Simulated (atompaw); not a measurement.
Which change was made? (Te, PAW (atompaw))

atompaw 4.2.0.5 input, output lines left out:

```
Te 52
LDA-PW scalarrelativistic loggrid 1500 logderivrange -5 5 251
5 5 4 0 0 0
5 0 1
5 1 5
0 0 0
c
c
c
c
v
c
c
c
v
c
v
2
2.00 1.75 1.80 1.35
y
0.2
n
y
1.35
n
y
0.15
n
custom polynom vanderbiltortho sinc
bessel
2.00
2.00
1.90
2.00
1.80
1.80
```

Cutoffs, loose and tight: the cutoffs (Ry, on a coarse ladder) from which the occupation-weighted sum of valence levels, in a spherical-Bessel basis at the reference potential, stays within 10 and 1 mRy of its value at 400 Ry. They see the waves, projectors and local potential, not the compensation charge or the core.

The base gives: outcome: generated; cutoff, loose: 50 Ry; cutoff, tight: 80 Ry; bound ghosts: none.

Question: After one change the result is: outcome: generated; cutoff, loose: 40 Ry; cutoff, tight: 70 Ry; bound ghosts: none. Which change was it?
A. wave 4d (bound): rc 1.80 bohr becomes 4d (bound): rc 1.98 bohr
B. all radii scaled by about 1.30 (s 2.60, p 2.48, d 2.34 bohr); local potential bessel scheme, radius 2.34 bohr; augmentation sinc compensation charge, radius 2.28 bohr; PAW radius 2.60 bohr; waves and projectors: custom polynom vanderbiltortho; core correction smooth core density matched at 1.76 bohr
C. wave 5s (bound): rc 2.00 bohr becomes 5s (bound): rc 1.32 bohr

Answer: A. The others give: wave 5s (bound): rc 2.00 bohr becomes 5s (bound): rc 1.32 bohr → outcome: failed: atompaw: The overlap operator has at least one negative eigenvalue! | all radii scaled by about 1.30 (s 2.60, p 2.48, d 2.34 bohr); local potential bessel scheme, radius 2.34 bohr; augmentation sinc compensation charge, radius 2.28 bohr; PAW radius 2.60 bohr; waves and projectors: custom polynom vanderbiltortho; core correction smooth core density matched at 1.76 bohr → outcome: generated; cutoff, loose: 25 Ry; cutoff, tight: 35 Ry; bound ghosts: none.
